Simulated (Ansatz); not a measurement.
The cluster GeO4H4. Total charge 0; singlet. Geometry PBE-D4/def2-SVP.

```xyz
9

Ge   -0.690    1.216   -0.470
O     0.766   -0.570   -1.212
O     0.769   -1.602   -0.190
O     0.666    2.045    0.375
O    -0.977   -0.032    0.930
H     0.899    1.571    1.200
H    -1.872   -0.421    0.886
H     0.339   -1.037   -1.964
H     0.100   -1.170    0.445
```

The structure holds one bond between oxygen atoms, so isomers without such links may lie far lower. Another isomer (singlet) lies 0.30 eV lower at PBE0-D4/def2-TZVP; other spin states weren't run for this one.

Task: Estimate the orbital energies around the gap (eV) in Ansatz with PBE-D4/def2-TZVP, r2SCAN-D4/def2-TZVP, PBE0-D4/def2-TZVP, r2SCAN0-D4/def2-TZVP, ωB97M-V/def2-TZVP.

Result: 
| orbital | PBE-D4/def2-TZVP | r2SCAN-D4/def2-TZVP | PBE0-D4/def2-TZVP | r2SCAN0-D4/def2-TZVP | ωB97M-V/def2-TZVP |
| --- | --- | --- | --- | --- | --- |
| HOMO−5 | -8.16 | -8.59 | -9.93 | -10.24 | -12.39 |
| HOMO−4 | -8.11 | -8.53 | -9.87 | -10.16 | -12.33 |
| HOMO−3 | -7.88 | -8.28 | -9.58 | -9.88 | -12.03 |
| HOMO−2 | -7.11 | -7.50 | -8.80 | -9.10 | -11.27 |
| HOMO−1 | -6.71 | -7.14 | -8.57 | -8.88 | -11.07 |
| HOMO | -6.34 | -6.65 | -7.59 | -7.79 | -9.81 |
| LUMO | -2.14 | -1.94 | -1.21 | -1.11 | 0.73 |
| LUMO+1 | -1.02 | -0.73 | -0.02 | 0.20 | 1.68 |
| LUMO+2 | -0.74 | -0.35 | 0.50 | 0.74 | 2.55 |
| LUMO+3 | 0.05 | 0.61 | 0.96 | 1.32 | 2.75 |
| LUMO+4 | 0.41 | 1.17 | 1.42 | 1.92 | 3.24 |
| LUMO+5 | 1.42 | 2.07 | 2.34 | 2.77 | 3.99 |
